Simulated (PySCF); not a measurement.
PySCF input file for B(H)(OH)(SiH3) (BH5OSi), SMILES OB[SiH3], HF/pcSseg-2. Coordinates come from a B3LYP-D3(BJ)/def2-TZVP optimisation. One conformer was computed; it need not be the lowest.

```python
import numpy as np
from pyscf import gto, scf, dft
from pyscf.prop.nmr import rhf as nmr

mol = gto.M(
    atom='''
    B    -0.59175591    0.76777193   -0.00000000
    H    -1.75751589    1.03577344    0.00000001
    O     0.24061287    1.83542050   -0.00000000
    H     1.17939921    1.61664213    0.00000000
    Si    0.06498140   -1.15626076    0.00000000
    H    -0.42566480   -1.88252845    1.19964173
    H    -0.42566482   -1.88252844   -1.19964173
    H     1.55358336   -1.22193164   -0.00000001
    ''',
    basis='pcSseg-2',
    charge=0,
    spin=0,
    max_memory=1600,
    verbose=3,
)
mf = scf.RHF(mol).density_fit(auxbasis='def2-universal-jkfit')
mf.conv_tol = 1e-10
mf.max_cycle = 100
mf.kernel()
n = nmr.NMR(mf)
n.verbose = 2
n.max_cycle_cphf = 60
sigma = n.kernel()
print('atom   isotropic/ppm   span/ppm')
for i, s in enumerate(sigma):
    w = np.linalg.eigvalsh((s + s.T) / 2)
    print(f'{mol.atom_symbol(i):2s}{i + 1:3d} {w.mean():14.3f} {w[2] - w[0]:11.3f}')
```

Program output:

```
converged SCF energy = -391.469127324361
atom   isotropic/ppm   span/ppm
B   1         51.575     124.356
H   2         25.992       4.927
O   3        129.749     400.517
H   4         25.509      10.188
Si  5        476.865      45.709
H   6         28.468       6.917
H   7         28.468       6.917
H   8         28.874       7.131
```

The run converged.

Cost: about 60 core-seconds (a rough figure).
